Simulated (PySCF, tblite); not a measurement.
Isomers of C5H9F3OSi. Level: GFN2-xTB in tblite, geometry and Hessian alike; calculated harmonic values, unscaled, isolated species. This tight-binding method is rough: wavenumbers can miss measured ones by several per cent, in bad cases by 10 to 20. Modes of hydrogen on silicon can be 10 to 20 % off. One conformer each.

Electronic energies: PBE0/pcSseg-1 single points on the GFN2-xTB geometries (PySCF, gas phase).

```json
{"SMILES": "C[C@H](C(=O)C[SiH3])C(F)(F)F", "electronic energy, lowest = 0 (kcal/mol)": "0.0"}
{"SMILES": "CCO[C@@H]1[SiH2][C@@]1(F)C(F)F", "electronic energy, lowest = 0 (kcal/mol)": "58.4"}
{"SMILES": "C[C@@H]1[SiH2]C[C@H]1OC(F)(F)F", "electronic energy, lowest = 0 (kcal/mol)": "10.0"}
```

Q: How do GFN2-xTB zero-point energies change the relative energies?

A: 
| SMILES | ZPE (kcal/mol) | of it from modes above 1550 cm⁻¹ | electronic (kcal/mol) | with ZPE, lowest = 0 (kcal/mol) | lowest mode (cm⁻¹) | rings |
| --- | --- | --- | --- | --- | --- | --- |
| C[C@H](C(=O)C[SiH3])C(F)(F)F | 80.9 | 38.3 | 0.0 | 0.0 | 33 | 0 |
| C[C@@H]1[SiH2]C[C@H]1OC(F)(F)F | 83.5 | 36.7 | 10.0 | 12.6 | 13 | 1 |
| CCO[C@@H]1[SiH2][C@@]1(F)C(F)F | 82.5 | 36.5 | 58.4 | 59.9 | 18 | 1 |

The zero-point energies span 2.6 kcal/mol, from `C[C@H](C(=O)C[SiH3])C(F)(F)F` to `C[C@@H]1[SiH2]C[C@H]1OC(F)(F)F`. The order is unchanged.

Q: And how do the electronic energies of GFN2-xTB itself compare?

A: `C[C@H](C(=O)C[SiH3])C(F)(F)F` 0.0; `C[C@@H]1[SiH2]C[C@H]1OC(F)(F)F` 0.4; `CCO[C@@H]1[SiH2][C@@]1(F)C(F)F` 41.7 kcal/mol, lowest = 0. Against the energies above, taken from the same isomer `C[C@H](C(=O)C[SiH3])C(F)(F)F`, the largest difference is 16.7 kcal/mol.
